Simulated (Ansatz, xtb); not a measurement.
**Relative energy of two isomers of GeH6OSSi**

Structure I: `O[SiH2][GeH2][SH]`, a singlet. Structure II: `[OH][Ge@@H]([SiH3])[SH]`, a singlet. Both are isolated molecules in the gas phase, relaxed with r2SCAN-D4/def2-SVP; the shapes shown needn't be the lowest conformers.

I (Å):

```xyz
10

Ge    1.3313   -0.0404    0.3088
O     0.6274    0.9553   -2.7672
S     1.5829    1.0515    2.2597
Si    0.7099    1.6398   -1.2436
H     0.3401    1.5277   -3.4889
H    -0.5994    2.2265   -0.8156
H     1.7362    2.7314   -1.1719
H     0.2191   -1.0556    0.6062
H     2.6229   -0.7979   -0.0507
H     2.5221    1.8989    1.7813
```

II (Å):

```yaml
atoms:
  - { symbol: Ge, position_ang: [-1.3935, -0.6646, -0.4088] }
  - { symbol: O, position_ang: [-1.3321, 1.1108, -0.1897] }
  - { symbol: S, position_ang: [-3.5116, -1.3907, -0.4978] }
  - { symbol: Si, position_ang: [-0.2812, -1.5392, 1.4988] }
  - { symbol: H, position_ang: [-1.8507, 1.5713, -0.8648] }
  - { symbol: H, position_ang: [-0.8396, -1.0641, -1.7918] }
  - { symbol: H, position_ang: [1.0913, -0.9687, 1.6357] }
  - { symbol: H, position_ang: [-1.0936, -1.1957, 2.7036] }
  - { symbol: H, position_ang: [-0.1976, -3.0235, 1.3647] }
  - { symbol: H, position_ang: [-3.7766, -1.0751, 0.7902] }
```

Quicker runs give these differences E(II) − E(I): GFN2-xTB +11.6 kcal/mol; HF/STO-3G +1.5 kcal/mol (at GFN2-xTB geometries); r2SCAN-D4/def2-SVP//GFN2-xTB +6.6 kcal/mol.

Q: Estimate E(II) − E(I) at the level CCSD(T)/def2-SVP + ΔMP2/def2-TZVPP.

A: Calculated at CCSD(T)/def2-SVP + ΔMP2/def2-TZVPP: E(II) − E(I) = +10.1 kcal/mol, so structure I lies lower.

The same difference at several levels:

```
                             level            geometry  E(II) − E(I) (kcal/mol)  departure from the last row (kcal/mol)  job, with rough time for the two
                          GFN2-xTB            GFN2-xTB                     +11.6                                    +1.5              optimisation, 0.14 s
                         HF/STO-3G            GFN2-xTB                      +1.5                                    −8.6              single point, 0.34 s
      r2SCAN-D4/def2-SVP//GFN2-xTB            GFN2-xTB                      +6.6                                    −3.5               single point, 2.3 s
                r2SCAN-D4/def2-SVP  r2SCAN-D4/def2-SVP                      +7.8                                    −2.3                optimisation, 28 s
                       HF/def2-SVP  r2SCAN-D4/def2-SVP                      +9.7                                    −0.3           part of the CCSD(T) run
                      MP2/def2-SVP  r2SCAN-D4/def2-SVP                      +7.5                                    −2.5           part of the CCSD(T) run
                  CCSD(T)/def2-SVP  r2SCAN-D4/def2-SVP                      +7.3                                    −2.7                      single point
CCSD(T)/def2-SVP + ΔMP2/def2-TZVPP  r2SCAN-D4/def2-SVP                     +10.1                                                        single point, 20 s
```

As drawn, II has 1 Ge–O, 1 Si–H in place of 1 O–Si, 1 Ge–H.

None of the levels shown reverses the order. The largest departure from CCSD(T)/def2-SVP + ΔMP2/def2-TZVPP is that of HF/STO-3G, 8.6 kcal/mol. The last row adds to CCSD(T) the change of the MP2 difference between the two basis sets, here +2.7 kcal/mol.

With thermal terms from frequencies at re-optimised GFN2-xTB minima (ideal gas, soft modes damped towards free rotors, one conformer each, 298.15 K, 1 atm): on the last row, ΔE + ΔZPE = +9.3, ΔH = +9.6, ΔG = +8.9 kcal/mol.

The correlated steps freeze 20 core orbitals; the filled d shell of Ge is correlated, in a basis made for valence electrons. Mirror images aren't counted in ΔG. Codes used: Ansatz 0.2.0, xtb 6.7.1; the last row on 2 threads of Intel(R) Xeon(R) 6975P-C (Granite Rapids) on a shared host.
